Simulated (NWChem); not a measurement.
System: C3H5BFN; SMILES C1NB(C=C1)F

The following NWChem deck was run.

```
start job
memory heap 200 mb stack 900 mb global 1100 mb
geometry units angstroms noautosym nocenter noautoz
  F      0.070547    -2.160035     0.000000
  B      0.069687    -0.818311     0.000000
  C      1.277521     0.169572     0.000000
  C      0.746466     1.406294     0.000000
  C     -0.763794     1.389264     0.000000
  N     -1.099542    -0.025916     0.000000
  H      2.346037    -0.023015     0.000000
  H      1.284428     2.351613     0.000000
  H     -1.165494     1.909452    -0.883958
  H     -1.165494     1.909452     0.883958
  H     -2.065915    -0.315298     0.000000
end
basis spherical
  F library sto-3g
  B library sto-3g
  C library sto-3g
  N library sto-3g
  H library sto-3g
end
dft
  xc b3lyp
  iterations 150
end
property
  response 1 0.0773
end
task dft property
```

STO-3G and 3-21G are far too small for this property and stand as cheap habits. Coordinates come from a B3LYP/6-31G* (spherical d) optimisation.

Field at 589 nm.

Task: What results follow from this input? (B3LYP/STO-3G.) Quantities: isotropic polarisability (bohr³); anisotropy (bohr³).

Result: 
```
Property                          Result
--------------------------------  ------
isotropic polarisability (bohr³)    26.8
anisotropy (bohr³)                  26.1
```
